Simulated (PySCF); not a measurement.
Correlation energy of Zr²⁺ (zirconium, charge +2)

[Kr] 4d1 5s1, high-spin 3D determinant (an excited configuration). All numbers are calculated (PySCF 2.14, a scalar-relativistic core potential, in aug-cc-pwCVDZ-PP with ECP28MDF (6s6p5d3f, 70 functions)). Frozen: 4s2 4p6; 2 electrons correlated.

With two correlated electrons CCSD is exact within the correlated space (frozen core and kept virtual orbitals).

```tsv
level	correlation energy (mhartree)
CCSD	-5.85
```

Diagnostics: T1 = 0.0039, D1 = 0.0077, largest double amplitude 0.024.

Problem. Is a single reference adequate?

Solution. Yes, within this model without spin-orbit coupling: T1 lies below 0.03 and no double amplitude reaches 0.07.
